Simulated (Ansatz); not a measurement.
Geometry optimisation, RKS revPBE/def2-SVP (Ansatz 0.2.0).

input.yaml

```yaml
crystal:
  periodic: [false, false, false]
  atoms:
    - { symbol: "N", position_ang: [-0.69584, 0.72072, 1.92194] }
    - { symbol: C, position_ang: [-0.18343, 0.70647, 0.82473] }
    - { symbol: Si, position_ang: [0.82937, -0.05519, -0.46143] }
    - { symbol: S, position_ang: [-0.19159, -0.62908, -2.26756] }
    - { symbol: H, position_ang: [-0.68109, 0.01362, 2.64973] }
    - { symbol: H, position_ang: [1.90252, 0.79038, -0.94263] }
    - { symbol: H, position_ang: [-0.97995, -1.54692, -1.72477] }
basis:
  gaussian: { orbitals: def2-SVP }
hamiltonian:
  xc: revpbe
relax:
  f_tol: 0.015
  max_steps: 40
output:
  orbitals: {}
```

Command:

```bash
$ ansatz run input.yaml --threads 1 --pin off --max-ram 2048MiB --backend cpu --events-out ev --progress --plain --runs-dir out
```

**Question.** Where does it end, and by what steps?

**Answer.** The run converged. After 20 steps the energy has fallen by 0.305 eV; H7 moved furthest, 0.58 Å.

| step | energy less start (eV) | largest force component (eV/Å) | accepted |
| --- | --- | --- | --- |
| 0 | 0.0000 | 1.351 | yes |
| 1 | -0.1695 | 0.858 | yes |
| 2 | -0.1948 | 1.431 | yes |
| 3 | -0.2386 | 0.783 | yes |
| 4 | -0.2593 | 0.258 | yes |
| 5 | -0.2782 | 0.137 | yes |
| 6 | -0.2864 | 0.161 | yes |
| 7 | -0.2942 | 0.259 | yes |
| 8 | -0.2928 | 0.238 | no |
| 9 | -0.2997 | 0.102 | yes |
| 10 | -0.3041 | 0.043 | yes |
| 11 | -0.2990 | 0.335 | no |
| 12 | -0.3031 | 0.058 | no |
| 13 | -0.3046 | 0.049 | yes |
| 14 | -0.3047 | 0.041 | yes |
| 15 | -0.3037 | 0.201 | no |
| 16 | -0.3050 | 0.036 | yes |
| 17 | -0.3051 | 0.021 | yes |
| 18 | -0.3052 | 0.015 | yes |
| 19 | -0.3052 | 0.023 | yes |
| 20 | -0.3052 | 0.013 | yes |

```xyz
7
Properties=species:S:1:pos:R:3
N -0.619 0.806 1.892
C -0.035 0.480 0.885
Si 0.907 -0.336 -0.497
S -0.616 -0.392 -2.089
H -0.796 0.350 2.795
H 1.804 0.845 -0.829
H -0.645 -1.753 -2.157
```

Whether the end is a true minimum wasn't checked by a vibrational analysis.

The run took 32 s on 1 thread of Intel(R) Xeon(R) Platinum 8375C CPU @ 2.90GHz (Ice Lake) (shared host), peak memory 0.15 GiB.
